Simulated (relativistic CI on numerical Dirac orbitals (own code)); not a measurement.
**Spin-allowed bands of a d2 ion in an octahedral site, by hand**

Problem. Take Δ = 16430 cm⁻¹ and B = 530 cm⁻¹ for a d2 ion in an octahedral site. Calculate the three spin-allowed bands.

Working.
1. The terms of highest spin are 3F (energy 0) and 3P (15B = 7950 cm⁻¹). Here the F term splits into A2 at +1.2Δ = 19716, T2 at +0.2Δ = 3286 and T1 at −0.6Δ = -9858 cm⁻¹.
2. The two T1 states mix through the element 0.4Δ: H = [[-9858, 6572], [6572, 7950]], with roots ½(H₁₁ + H₂₂) ∓ ½√[(H₂₂ − H₁₁)² + 4H₁₂²] = ½(-1908) ∓ ½(22133) = -12021 and 10113 cm⁻¹.
3. The ground term is 3T1 at -12021 cm⁻¹.
4. Bands: 3T2 15307 cm⁻¹ (653 nm), 3T1(P) 22133 cm⁻¹ (452 nm), 3A2 31737 cm⁻¹ (315 nm).

Check. Exact diagonalisation of the whole d2 shell with these parameters gives 3T2 15307, 3T1 22133, 3A2 31737 cm⁻¹. The match is exact, since without spin-orbit coupling no other term has this spin. The ratio of the second band to the first, 1.446, depends on Δ/B = 31.0 alone, which is how a Tanabe-Sugano diagram is read.
